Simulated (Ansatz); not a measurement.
Sb(I)3 anion (I3Sb), SMILES [Sb]([I])([I])[I] (connectivity only; charge and spin as stated), charge -1, multiplicity 2. Atoms are numbered in the order given.

```xyz
4

Sb     0.0000     0.0000    -0.4366
I      0.0000     2.9797    -0.9897
I      0.0000    -2.9797    -0.9897
I      0.0000     0.0000     2.3944
```
Charge -1, spin multiplicity 2.

Geometry optimised at B3LYP-D3(BJ)/def2-SVPD. The spin state was assumed, not searched. The isomer is the one that the SMILES or the coordinates give; other isomers of the formula were not compared. The def2 effective core potentials stand for the cores of I, Sb; spin–orbit coupling is left out.

Two levels are set side by side: PBE-D3(BJ)/def2-SVPD (Ansatz, a quantum-chemistry and plane-wave program) and B3LYP-D3(BJ)/def2-SVPD (Ansatz). Each level has its own optimised geometry; the coordinates shown are those of the second. Differences are taken from unrounded values.

```json
[
 {"quantity": "mean bond length (Å)", "B3LYP-D3(BJ)": "2.964", "PBE-D3(BJ)": "2.961", "PBE-D3(BJ) minus B3LYP-D3(BJ)": "-0.003"},
 {"quantity": "bond Sb1–I2 (Å)", "B3LYP-D3(BJ)": "3.031", "PBE-D3(BJ)": "2.961", "PBE-D3(BJ) minus B3LYP-D3(BJ)": "-0.069"},
 {"quantity": "bond Sb1–I3 (Å)", "B3LYP-D3(BJ)": "3.031", "PBE-D3(BJ)": "2.961", "PBE-D3(BJ) minus B3LYP-D3(BJ)": "-0.069"},
 {"quantity": "bond Sb1–I4 (Å)", "B3LYP-D3(BJ)": "2.831", "PBE-D3(BJ)": "2.961", "PBE-D3(BJ) minus B3LYP-D3(BJ)": "0.130"}
]
```
